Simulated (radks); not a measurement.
Values are calculated unless marked as measured or tabulated.
Cs XIII, 43 electrons, occupied as [Ar] 3d10 4s2 4p(1/2: 2, 3/2: 3) 4d(3/2: 4, 5/2: 4) (not the ground configuration).

Level of theory: Dirac Kohn-Sham, PBE, spin-unpolarised, spherical densities, finite nucleus; Fermi nuclear charge, rms radius 4.8041 fm (a radial shooting solver on a logarithmic mesh with Libxc functionals).

Energy parts (hartree):
total: -7740.4200
kinetic: 8245.3701
electron-nucleus: -18466.2718
Hartree: 2665.2449
exchange-correlation: -184.7632

Orbitals (lengths in bohr, moments of r in powers of bohr; r(90%) holds 90 % of the orbital's charge):
orbital  occ.  eigenvalue (hartree)  <1/r>  r(90%)      <r>      <r^2>
1s1/2       2             -1323.088  59.40  0.0470  0.02611  0.0009250
2s1/2       2             -214.5973  13.92   0.173   0.1117    0.01477
2p1/2       2             -202.4183  13.90   0.154  0.09400    0.01088
2p3/2       4             -189.4645  12.73   0.162  0.09989    0.01215
3s1/2       2             -51.12645  4.999   0.438   0.2982     0.1017
3p1/2       2             -46.03875  4.912   0.433   0.2880    0.09641
3p3/2       4             -43.54541  4.622   0.449   0.2997     0.1042
3d3/2       4             -34.61475  4.482   0.424   0.2704    0.08641
3d5/2       6             -34.08409  4.408   0.429   0.2741    0.08863
4s1/2       2             -15.84086  2.095   0.968   0.6766     0.5152
4p1/2       2             -13.96929  2.002    1.01   0.6953     0.5476
4p3/2       3             -13.41786  1.912    1.04   0.7185     0.5845
4d3/2       4             -10.32052  1.729    1.13   0.7637     0.6695
4d5/2       4             -10.22015  1.708    1.14   0.7711     0.6822

The highest occupied level is 4d5/2 at -278.10 eV. Summed over all electrons, <r^2> = 11.08 bohr^2, which gives a Langevin (diamagnetic) susceptibility term of -8.77 x 10^-6 cm^3/mol. The density falls to 0.001 e/bohr^3 at r = 1.95 bohr.
